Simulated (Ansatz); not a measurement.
```xyz
13

N    -1.7730    1.3808   -0.1907
Si   -0.6162    0.3791   -0.9384
O     0.6983    1.1113   -1.6307
Si    0.1462   -1.0203    0.7802
N     1.8366   -1.1263    0.7362
F    -0.2531   -0.4296    2.2145
F    -0.5808   -2.4439    0.7657
H    -2.4202    1.9644   -0.6934
H    -1.7611    1.5751    0.7960
H    -1.2328   -0.3181   -2.0899
H     1.2631    1.6234   -1.0487
H     2.3785   -1.5884    1.4492
H     2.3146   -1.1076   -0.1500
```

Total charge 0; spin multiplicity 1.

(1) List the r2SCAN/def2-TZVPP orbital energies in eV (Ansatz). (An estimate is asked.)

## Answers

(1) Computed: Occupied: -1792.38, -1791.46, -665.95, -665.84, -515.80, -385.15, -385.01, -142.61, -141.80, -97.52, -97.48, -97.43, -96.67, -96.66, -96.64, -31.29, -30.76, -26.37, -22.60, -22.37, -14.65, -13.95, -13.10, -12.84, -12.27, -12.05, -11.91, -11.11, -10.46, -10.35, -9.99, -9.57, -9.53, -8.49, -7.04, -6.96, -6.71. Lowest empty: -0.62, -0.21, 0.86, 1.40, 1.64, 2.22, 2.51, 2.77.
